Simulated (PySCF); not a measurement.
Delta-SCF ions had no search for a lower state. Excitations are Tamm–Dancoff values on a coarser integration grid. The basis has no diffuse functions, so Rydberg states are missing or too high.

Cartesian coordinates (Å):
SMILES: Bc1ccc(B)c2sccc12
```xyz
19

B     -2.0720    -2.0528     0.1459
C     -0.7934    -1.1884     0.1117
C      0.4558    -1.8040     0.2882
C      1.6490    -1.0788     0.2711
C      1.6672     0.3118     0.0747
B      3.0039     1.0832     0.0618
C      0.4133     0.9373    -0.1046
S      0.1480     2.6327    -0.3654
C     -1.5605     2.3891    -0.4532
C     -1.9325     1.0899    -0.2945
C     -0.8106     0.2210    -0.0902
H     -3.1722    -1.5737     0.0066
H     -1.9713    -3.2453     0.3181
H      0.4869    -2.8854     0.4437
H      2.6007    -1.5970     0.4133
H      4.0402     0.4835     0.2220
H      3.0280     2.2799    -0.1064
H     -2.2130     3.2457    -0.6223
H     -2.9674     0.7514    -0.3206
```
Charge 0, multiplicity 1.

### Question
Predict the brightest of the four lowest singlets (TDA), LUMO, T1 excitation (TDA), vertical ionisation energy (Delta-SCF), S1 oscillator strength, dipole moment, S1 excitation (TDA) and HOMO from PBE0-D4/def2-TZVP // PBE0-D4/def2-SVP run with PySCF.

### Answer

```yaml
brightest of the four lowest singlets (TDA): 3.08 eV
LUMO: -2.99 eV
T1 excitation (TDA): 2.32 eV
vertical ionisation energy (Delta-SCF): 8.41 eV
S1 oscillator strength: 0.085
dipole_moment: 0.58 D
S1 excitation (TDA): 3.08 eV
HOMO: -6.78 eV
```
